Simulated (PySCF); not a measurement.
GeI$_{4}$, triplet, at a GFN2-xTB geometry (a higher spin typed on purpose: for a closed-shell molecule this is an excited state) (core potentials on I); DF-TPSS/def2-SV(P) (PySCF).

The PySCF input:
```python
from pyscf import gto, scf, dft

mol = gto.M(
    atom='''
I    -0.642262    2.805080   -0.744523
Ge   -0.263337    0.043044   -0.114718
I    -1.700714   -2.422107   -0.276151
I     0.471227    0.124870    2.458497
I     2.030745   -0.533832   -1.368559
''',
    basis='def2-sv(p)',
    ecp={'I': 'def2-sv(p)'},
    charge=0,
    spin=2,
    verbose=4,
)

mf = dft.UKS(mol)
mf.xc = 'tpss'
mf = mf.density_fit(auxbasis='def2-universal-jkfit')
mf.kernel()
```

What the program printed (banner, timings and long lists left out):

```
PySCF version 2.14.0

[INPUT] verbose = 4
[INPUT] num. atoms = 5
[INPUT] num. electrons = 132
[INPUT] charge = 0
[INPUT] spin (= nelec alpha-beta = 2S) = 2
[INPUT] symmetry False subgroup None
[INPUT] Mole.unit = angstrom
[INPUT] Symbol           X                Y                Z      unit          X                Y                Z       unit  Magmom
[INPUT]  1 I     -0.642262000000   2.805080000000  -0.744523000000 AA   -1.213699280215   5.300832957495  -1.406944563440 Bohr   0.0
[INPUT]  2 Ge    -0.263337000000   0.043044000000  -0.114718000000 AA   -0.497634808465   0.081341371306  -0.216785601558 Bohr   0.0
[INPUT]  3 I     -1.700714000000  -2.422107000000  -0.276151000000 AA   -3.213883676214  -4.577118874392  -0.521849759025 Bohr   0.0
[INPUT]  4 I      0.471227000000   0.124870000000   2.458497000000 AA    0.890489972500   0.235970101174   4.645886008065 Bohr   0.0
[INPUT]  5 I      2.030745000000  -0.533832000000  -1.368559000000 AA    3.837551878830  -1.008796276529  -2.586201695309 Bohr   0.0

nuclear repulsion = 1059.36307761378
number of shells = 52
number of NR pGTOs = 318
number of NR cGTOs = 136
basis = def2-sv(p)
ecp = {'I': 'def2-sv(p)'}

******** <class 'pyscf.df.df_jk.DFUKS'> ********
method = DFUKS
initial guess = minao
damping factor = 0
level_shift factor = 0
DIIS = <class 'pyscf.scf.diis.CDIIS'>
diis_start_cycle = 1
diis_space = 8
diis_damp = 0
SCF conv_tol = 1e-09
SCF conv_tol_grad = None
SCF max_cycles = 50
direct_scf = False
number electrons alpha = 67  beta = 65
XC library pyscf.dft.libxc version 7.1.2
    S. Lehtola, C. Steigemann, M. J. T. Oliveira, and M. A. L. Marques,  SoftwareX 7, 1–5 (2018)
XC functionals = tpss
    J. Tao, J. P. Perdew, V. N. Staroverov, and G. E. Scuseria,  Phys. Rev. Lett. 91, 146401 (2003)
    J. P. Perdew, J. Tao, V. N. Staroverov, and G. E. Scuseria,  J. Chem. Phys. 120, 6898 (2004)
    J. Tao, J. P. Perdew, V. N. Staroverov, and G. E. Scuseria,  Phys. Rev. Lett. 91, 146401 (2003)
    J. P. Perdew, J. Tao, V. N. Staroverov, and G. E. Scuseria,  J. Chem. Phys. 120, 6898 (2004)
radial grids:
    Treutler-Ahlrichs [JCP 102, 346 (1995); DOI:10.1063/1.469408] (M4) radial grids

becke partition: Becke, JCP 88, 2547 (1988); DOI:10.1063/1.454033
pruning grids: <function nwchem_prune>
grids dens level: 3
symmetrized grids: False
atomic radii adjust function: <function treutler_atomic_radii_adjust>
small_rho_cutoff = 0
Set gradient conv threshold to 3.16228e-05
tot grids = 108472
init E= -3141.07456673936

cycle= 1 E= -3261.22610510625  delta_E= -120  |g|= 4.41  |ddm|= 12.2
cycle= 2 E= -3256.54547218528  delta_E= 4.68  |g|= 4.39  |ddm|= 12.7

cycle= 3 E= -3264.54544841524  delta_E=   -8  |g|= 1.92  |ddm|= 9.82

cycle= 4 E= -3266.81927257564  delta_E= -2.27  |g|= 0.769  |ddm|= 5.41

cycle= 5 E= -3267.10349470178  delta_E= -0.284  |g|= 0.221  |ddm|= 1.57

cycle= 6 E= -3266.97203935668  delta_E= 0.131  |g|=  0.4  |ddm|= 1.53

cycle= 7 E= -3267.07025780341  delta_E= -0.0982  |g|= 0.252  |ddm|= 1.31

cycle= 8 E= -3267.13704421829  delta_E= -0.0668  |g|= 0.135  |ddm|= 1.21

cycle= 9 E= -3267.13578352557  delta_E= 0.00126  |g|= 0.137  |ddm|= 1.18

cycle= 10 E= -3267.15791983285  delta_E= -0.0221  |g|= 0.069  |ddm|=  0.8

cycle= 11 E= -3267.14431745733  delta_E= 0.0136  |g|= 0.12  |ddm|= 0.95

cycle= 12 E= -3267.15219602074  delta_E= -0.00788  |g|= 0.0903  |ddm|= 1.01

cycle= 13 E= -3267.1609279039  delta_E= -0.00873  |g|= 0.0502  |ddm|= 0.717

cycle= 14 E= -3267.16445173423  delta_E= -0.00352  |g|= 0.0163  |ddm|= 0.423

cycle= 15 E= -3267.16433770862  delta_E= 0.000114  |g|= 0.0187  |ddm|= 0.186

cycle= 16 E= -3267.16437127802  delta_E= -3.36e-05  |g|= 0.0178  |ddm|= 0.0638

cycle= 17 E= -3267.16472065772  delta_E= -0.000349  |g|= 0.00938  |ddm|= 0.0681

cycle= 18 E= -3267.16478843819  delta_E= -6.78e-05  |g|= 0.00648  |ddm|= 0.0176

cycle= 19 E= -3267.16484852765  delta_E= -6.01e-05  |g|= 0.00187  |ddm|= 0.0576

cycle= 20 E= -3267.16485385078  delta_E= -5.32e-06  |g|= 0.000336  |ddm|= 0.015

cycle= 21 E= -3267.16485386297  delta_E= -1.22e-08  |g|= 0.000302  |ddm|= 0.000953

cycle= 22 E= -3267.1648539172  delta_E= -5.42e-08  |g|= 0.000235  |ddm|= 0.00059

cycle= 23 E= -3267.16485398693  delta_E= -6.97e-08  |g|= 9.79e-05  |ddm|= 0.000911

cycle= 24 E= -3267.16485399465  delta_E= -7.72e-09  |g|= 6.75e-05  |ddm|= 0.000253

cycle= 25 E= -3267.16485399957  delta_E= -4.92e-09  |g|= 3.7e-05  |ddm|= 0.000276

cycle= 26 E= -3267.16485400159  delta_E= -2.02e-09  |g|= 6.41e-06  |ddm|= 0.000196

cycle= 27 E= -3267.16485400159  delta_E= -3.64e-12  |g|= 6.34e-06  |ddm|= 8.22e-05

Extra cycle  E= -3267.16485392212  delta_E= 7.95e-08  |g|= 0.000229  |ddm|= 0.00149
SCF not converged.
SCF energy = -3267.16485392212 after 50 cycles  <S^2> = 2.00232  2S+1 = 3.0015463
```

Convergence was not reached.
